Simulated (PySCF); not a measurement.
Species: CH$_{5}$O$_{3}$Si, net charge 0, doublet state. It need not be the lowest isomer of its formula. 
Geometry from a B3LYP-D3(BJ)/def2-TZVP (Ansatz) optimisation:
```xyz
10

Si    -0.0127    -0.0052     0.0101
C     -1.7481     0.5725    -0.0456
O      0.2222    -1.5097    -0.6068
O      0.9705     0.9494    -0.9102
O      0.3800    -0.0252     1.6011
H     -2.2558     0.7993    -0.9763
H     -2.3558     0.6809     0.8447
H      0.5816    -1.5596    -1.4963
H      0.9364     1.8981    -0.7658
H      1.1787    -0.4963     1.8528
```
Charge 0, spin multiplicity 2.

Dispersion corrections to the total energy (kcal/mol) from the dftd3 and dftd4 libraries through PySCF: D3(BJ) without and D4 with the three-body term, each with the damping fitted for the functional named.

| functional | D3(BJ) | D4 |
|---|---|---|
| HF | [?] | -16.74 |
| B2PLYP | [?] | -3.23 |
| BHLYP | [?] | -5.56 |
| r2SCAN | -1.21 | -1.12 |
| HSE06 | -2.89 | -3.62 |
| TPSSh | -5.05 | -5.69 |
| PBE | -4.34 | -4.65 |

Task: Some entries are withheld; supply them.

Result: 
- HF, D3(BJ): -34.81
- B2PLYP, D3(BJ): -3.61
- BHLYP, D3(BJ): -6.11
